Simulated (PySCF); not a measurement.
Two species compared at the same levels of theory.

First species: CH5NSi.
SMILES: `C=N[SiH3]`

Second species: C3H6N2SSi.
InChI=1S/C3H6N2SSi/c1-2-3(7)6-5-4-2/h1,7H3

Levels: PBE0/def2-SVPD for dipole moment, HOMO energy, LUMO energy, HOMO–LUMO gap, static isotropic polarisability and electronic spatial extent ⟨r²⟩ about the centre of nuclear charge; TDDFT PBE0/def2-SVPD for lowest singlet excitation; TDA PBE0/def2-SVPD for lowest triplet excitation (Tamm–Dancoff); GFN2-xTB for rotational constant A and rotational constant C. Geometries: GFN2-xTB. All species are isolated and taken at one optimised geometry, non-relativistic unless stated. Electronic properties by PySCF.

```tsv
property	column X	column Y
dipole moment	3.53 D	1.38 D
HOMO energy	-7.45 eV	-7.00 eV
LUMO energy	-1.83 eV	-0.88 eV
HOMO–LUMO gap	5.62 eV	6.12 eV
lowest singlet excitation	3.93 eV	4.03 eV
lowest triplet excitation (Tamm–Dancoff)	3.24 eV	3.38 eV
static isotropic polarisability	91.8 au	48.5 au
electronic spatial extent ⟨r²⟩ about the centre of nuclear charge	1081 bohr²	278 bohr²
rotational constant A	2.557 GHz	47.449 GHz
rotational constant C	1.065 GHz	5.324 GHz
```

Q: Which column belongs to which species?

A: Column X is the second species and column Y the first. The first has 8 atoms and 32 electrons, the second 13 and 68.

Q: How does each property change from the first species to the second?

A: dipole moment +2.15 D; HOMO energy -0.45 eV; LUMO energy -0.95 eV; HOMO–LUMO gap -0.50 eV; lowest singlet excitation -0.10 eV; lowest triplet excitation (Tamm–Dancoff) -0.14 eV; static isotropic polarisability +43.3 au; electronic spatial extent ⟨r²⟩ about the centre of nuclear charge +803 bohr²; rotational constant A -44.892 GHz; rotational constant C -4.259 GHz.

On the first: The polarisability is 7.19 Å³ as a volume (1 au = 0.148185 Å³), or 1.52 au for each of the 32 electrons.

On the second: The polarisability is 13.61 Å³ as a volume (1 au = 0.148185 Å³), or 1.35 au for each of the 68 electrons. The dipole matches unit charges of opposite sign 0.74 Å apart (1 e·Å = 4.8032 D). GFN2-xTB frequencies show an imaginary mode (56i cm⁻¹), so this geometry is no minimum at that level.
